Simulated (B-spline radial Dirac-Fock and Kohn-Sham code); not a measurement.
**X-ray form factors of niobium in several charge states**

These are calculated numbers from a radial atomic solver; the model is Dirac-Fock densities.

Configurations: Nb [Kr] 4d4 5s1; Nb³⁺ [Kr] 4d2; Nb⁴⁺ [Kr] 4d1; Nb⁸⁺ [Ar] 3d10 4s2 4p3; Nb⁹⁺ [Ar] 3d10 4s2 4p2; Nb¹⁰⁺ [Ar] 3d10 4s2 4p1. The first column is f₀ of Nb, the others are differences from it.

| s (Å⁻¹) | Nb | Δ Nb³⁺ | Δ Nb⁴⁺ | Δ Nb⁸⁺ | Δ Nb⁹⁺ | Δ Nb¹⁰⁺ |
| --- | --- | --- | --- | --- | --- | --- |
| 0 | 41.000 | -3.000 | -4.000 | -8.000 | -9.000 | -10.000 |
| 0.05 | 39.967 | -2.424 | -3.348 | -7.174 | -8.142 | -9.113 |
| 0.1 | 37.595 | -1.334 | -2.058 | -5.403 | -6.283 | -7.171 |
| 0.15 | 34.902 | -0.516 | -0.989 | -3.651 | -4.398 | -5.162 |
| 0.2 | 32.295 | -0.094 | -0.337 | -2.248 | -2.836 | -3.450 |
| 0.25 | 29.878 | +0.074 | 0.000 | -1.208 | -1.633 | -2.088 |
| 0.3 | 27.696 | +0.116 | +0.142 | -0.489 | -0.763 | -1.068 |
| 0.35 | 25.767 | +0.105 | +0.173 | -0.038 | -0.185 | -0.361 |
| 0.4 | 24.086 | +0.076 | +0.149 | +0.204 | +0.153 | +0.078 |
| 0.45 | 22.625 | +0.045 | +0.105 | +0.297 | +0.311 | +0.308 |
| 0.5 | 21.346 | +0.020 | +0.058 | +0.295 | +0.346 | +0.388 |
| 0.6 | 19.165 | -0.010 | -0.007 | +0.169 | +0.234 | +0.302 |
| 0.7 | 17.277 | -0.018 | -0.032 | +0.032 | +0.072 | +0.119 |
| 0.8 | 15.542 | -0.015 | -0.032 | -0.051 | -0.041 | -0.026 |
| 0.9 | 13.923 | -0.010 | -0.023 | -0.081 | -0.093 | -0.102 |
| 1 | 12.436 | -0.005 | -0.014 | -0.080 | -0.101 | -0.123 |
| 1.1 | 11.107 | -0.002 | -0.007 | -0.065 | -0.087 | -0.111 |
| 1.2 | 9.954 | -0.001 | -0.003 | -0.046 | -0.065 | -0.086 |
| 1.4 | 8.177 | 0.000 | -0.001 | -0.016 | -0.024 | -0.034 |
| 1.6 | 6.996 | 0.000 | -0.001 | -0.001 | -0.002 | -0.003 |
